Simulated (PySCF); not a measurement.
ZnI, SMILES [I][Zn] (connectivity only; charge and spin as stated), neutral, multiplicity 2. Geometry optimised at B3LYP-D3(BJ)/def2-TZVP. The multiplicity is an assumed one; other spin states were not compared. The def2 effective core potentials stand for the cores of I; spin–orbit coupling is left out.

The numbers are results of B3LYP-D3(BJ)/def2-TZVP (PySCF 2.14.0), not measurements.

Harmonic wavenumbers (cm⁻¹): 198. Rotational constants (GHz): 1.800 (linear); symmetry number 1.

Question: Work out the zero-point energy and the ideal-gas rigid-rotor harmonic-oscillator thermochemistry at 298.15 K and 1 atm.

Answer: ZPE = ½ Σ hcν = ½ × 198 cm⁻¹ = 0.28 kcal/mol. H − E(el) = 2.71 kcal/mol. Entropy in cal/(mol K): translation 41.67, rotation 18.18, vibration 2.15, spin 1.38, total 63.37. G − E(el) = -16.18 kcal/mol. Cp = 8.80 cal/(mol K).
